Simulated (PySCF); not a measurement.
Correlation energy of Tc⁺ (technetium, charge +1)

[Kr] 4d5 5s1, high-spin 7S determinant. Computed with PySCF 2.14 in aug-cc-pVDZ-PP with ECP28MDF, with a scalar-relativistic core potential. Frozen: 4s2 4p6; 6 electrons correlated.

| level | correlation energy (mhartree) |
| --- | --- |
| CCSD | -69.83 |
| (T) | -0.69 |
| CCSD(T) | -70.52 |

Diagnostics: T1 = 0.0062, D1 = 0.0164, largest double amplitude 0.019.

Cost of the coupled-cluster step: about 0.7 core-seconds, for 6 correlated electrons.

Iterations:

```
CC2 = 0
CCSD nocc = (np.int64(6), np.int64(0)), nmo = (50, 50)
frozen orbitals [[0, 1, 2, 3], [0, 1, 2, 3]]
max_cycle = 100
direct = 0
conv_tol = 1e-08
conv_tol_normt = 1e-06
diis_space = 8
diis_start_cycle = 0
Init t2, MP2 energy = -0.0618802552327642
Init E_corr(UCCSD) = -0.0618802552329407
cycle = 1  E_corr(UCCSD) = -0.0686042121895612  dE = -0.00672395696  norm(t1,t2) = 0.0228956
cycle = 2  E_corr(UCCSD) = -0.0695351018582402  dE = -0.000930889669  norm(t1,t2) = 0.00712032
cycle = 3  E_corr(UCCSD) = -0.0698476282978979  dE = -0.00031252644  norm(t1,t2) = 0.00265788
cycle = 4  E_corr(UCCSD) = -0.0698267100322317  dE = 2.09182657e-05  norm(t1,t2) = 0.000195899
cycle = 5  E_corr(UCCSD) = -0.0698282733850972  dE = -1.56335287e-06  norm(t1,t2) = 2.45766e-05
cycle = 6  E_corr(UCCSD) = -0.0698281838371431  dE = 8.95479541e-08  norm(t1,t2) = 3.30309e-06
cycle = 7  E_corr(UCCSD) = -0.0698282006049132  dE = -1.67677702e-08  norm(t1,t2) = 4.48842e-07
cycle = 8  E_corr(UCCSD) = -0.06982820202492  dE = -1.42000675e-09  norm(t1,t2) = 7.48127e-08
UCCSD converged
E(UCCSD) = -79.71214384939336  E_corr = -0.06982820202491997
UCCSD(T) correction = -0.000686489050547834
```
